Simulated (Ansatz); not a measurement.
`FC(F)=C(F)C(F)F` + H₂ → `FC(F)=CC(F)F` + H–F  (hydrogenolysis of a C–F bond)

Calculated with Ansatz (gas phase, PBE0-D4/def2-TZVP geometries, no zero-point term in ΔE). CCSD(T)/CBS is the MP2 limit (def2-TZVPP, def2-QZVPP) plus CCSD(T) − MP2 in def2-TZVPP, frozen cores. This one scheme is used for every species. DFT in def2-TZVPP. Each species was taken in one conformer, which may not be the lowest.

```csv
level,ΔE (kJ/mol),difference from CCSD(T)/CBS
r2SCAN0-D4,-137.6,9.9
B2PLYP,-140.3,7.2
PBE0,-137.9,9.6
r2SCANh,-132.7,14.8
BHLYP,-142.2,5.3
HF/def2-SVP,-144.9,2.6
MP2/def2-SVP,-136.0,11.5
CCSD/def2-SVP,-133.2,14.3
HF/def2-TZVPP,-148.5,-1.0
MP2/def2-TZVPP,-151.5,-4.0
SCS-MP2/def2-TZVPP,-146.4,1.1
CCSD/def2-TZVPP,-146.6,0.9
CCSD(T)/def2-TZVPP,-143.2,4.3
HF/def2-QZVPP,-148.3,-0.8
SCS-MP2/def2-QZVPP,-149.2,-1.7
CCSD/CBS(def2),-150.9,-3.4
CCSD(T)/CBS,-147.5,0
```

(1) What do rigid-rotor, harmonic-oscillator terms from PBE0-D4/def2-TZVP frequencies (298.15 K, 1 bar) make of the CCSD(T)/CBS value? (An estimate is asked.)

Largest T1 diagnostic among the species: 0.013.

Results:

(1) Computed: ΔZPE = +18.9 kJ/mol, ΔH = -130.8 kJ/mol, ΔS = 26 J/(mol·K), ΔG = -138.5 kJ/mol.

From BLYP to BHLYP (50 % exact exchange), in def2-TZVPP and without D4, ΔE moves by −15.0 kJ/mol. At CCSD(T), def2-SVP lies +18.5 kJ/mol from the extrapolated value and def2-TZVPP +4.3 kJ/mol.

CCSD(T)/CBS has its own doubt, a few kJ/mol and more with outer-core shells, so smaller differences from it don't rank the levels.
